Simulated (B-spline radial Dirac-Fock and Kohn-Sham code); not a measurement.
# Ce 4d3/2: cross section and angular parameters

System: the Ce atom in the configuration [Xe] 4f1 5d1 6s2; threshold 109.0 eV (tabulated edge). The computed values come from a B-spline atomic structure program: Dirac-Hartree-Slater photoionisation with a Latter tail; cross sections with all multipoles, angular parameters from the dipole term and its interference with E2.

For linearly polarised light dσ/dΩ = σ/(4π) [1 + β P₂(cos θ) + (δ + γ cos²θ) sin θ cos φ], with θ from the polarisation vector and φ the angle between the beam and the projection of the electron momentum on the plane normal to the polarisation.

| hν (eV) | σ (kb) | β | γ | δ |
| --- | --- | --- | --- | --- |
| 131 | 487 | 0.865 | 0.022 | -0.007 |
| 206 | 220 | -0.892 | -0.201 | 0.139 |
| 230 | 271 | -0.575 | -0.038 | 0.105 |
| 266 | 322 | -0.142 | 0.083 | 0.064 |
| 302 | 344 | 0.166 | 0.121 | 0.038 |
| 400 | 326 | 0.650 | 0.087 | 0.007 |
| 437 | 306 | 0.762 | 0.063 | 0.003 |
| 600 | 218 | 1.055 | -0.013 | 0.001 |
| 730 | 164 | 1.175 | -0.035 | 0.005 |
| 780 | 147 | 1.208 | -0.036 | 0.007 |
| 828 | 132 | 1.234 | -0.034 | 0.009 |
| 1000 | 92.8 | 1.298 | -0.011 | 0.015 |
| 1250 | 58.0 | 1.343 | 0.051 | 0.024 |
| 1440 | ? | ? | ? | ? |
| 1480 | 39.3 | 1.358 | 0.121 | 0.030 |
| 1486.9 | 38.9 | 1.358 | 0.123 | 0.031 |
| 2190 | 14.7 | 1.340 | 0.349 | 0.049 |
| 2984.4 | 6.26 | 1.284 | 0.577 | 0.070 |
| 3010 | 6.11 | 1.282 | 0.584 | 0.070 |
| 4470 | 1.88 | 1.171 | 0.915 | 0.108 |
| 5414.7 | 1.02 | 1.106 | 1.083 | 0.134 |
| 5720 | 0.855 | 1.086 | 1.130 | 0.142 |
| 7660 | 0.322 | 0.975 | 1.380 | 0.195 |
| 8047.8 | 0.272 | 0.956 | 1.422 | 0.206 |
| 11400 | 0.0795 | 0.815 | 1.696 | 0.296 |
| 15000 | 0.0290 | 0.704 | 1.883 | 0.387 |

Q: Give the values at 1440 eV.

A: σ = 41.9 kb, β = 1.357, γ = 0.108, δ = 0.029.
